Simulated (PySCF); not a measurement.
C₃H₅FOSi, SMILES C#C[Si@H](O)CF.

Geometry: PBE-D3(BJ)/def2-SVP. The structure was generated by enumeration; whether it is a known compound was not checked. The values are those of a single conformer.

Method: PySCF with SMD-B3LYP/def2-SVP.

Solvation free energies are E(SMD) − E(gas) at the gas-phase geometry, for 1 M in both phases. In vacuum the dipole moment is 2.25 D.

```json
[
 {"solvent": "water", "ΔG(solv) (kcal/mol)": "-3.3", "its non-electrostatic (CDS) part": "6.2", "dipole (D)": "2.75"},
 {"solvent": "1-octanol", "ΔG(solv) (kcal/mol)": "-4.6", "its non-electrostatic (CDS) part": "3.4", "dipole (D)": "2.68"},
 {"solvent": "cyclohexanone", "ΔG(solv) (kcal/mol)": "…", "its non-electrostatic (CDS) part": "…", "dipole (D)": "…"}
]
```

**Question.** Fill in the missing entries. (An estimate is asked for; the answer gives what the named calculation found.)

**Answer.** 
- cyclohexanone, ΔG(solv) (kcal/mol): -4.2
- cyclohexanone, its non-electrostatic (CDS) part: 2.1
- cyclohexanone, dipole (D): 2.64
